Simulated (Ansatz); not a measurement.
Frontier orbitals of `S=C1C[SiH2]1`.

Total charge 0; spin multiplicity 1. The structure was optimised at the PBE0-D4/def2-TZVP level. Basis def2-TZVPP, the Gaussian-basis code of Ansatz.

```
             functional  HOMO (eV)  LUMO (eV)  gap (eV)
                    PBE      -4.88      -3.45      1.43
                   PBE0      -5.98      -2.55      3.43
HSE06 (plane-wave form)      -5.59      -2.93      2.66
                  BHLYP      -6.96      -1.44      5.52
                LC-ωPBE      -8.57      -0.31      8.26
                ωB97X-V      -8.22      -0.34      7.88
                ωB97M-V      -8.07      -0.40      7.67
```

A quarter of exact exchange (PBE0) shifts PBE's HOMO by −1.10 eV and its LUMO by +0.90 eV; full exchange at long range (ωB97M-V) shifts them by −3.19 and +3.05 eV. The gap opens from 1.43 to 7.67 eV, since occupied levels lose self-interaction and empty ones feel all the electrons.

LC-ωPBE has ω = 0.4 bohr⁻¹.
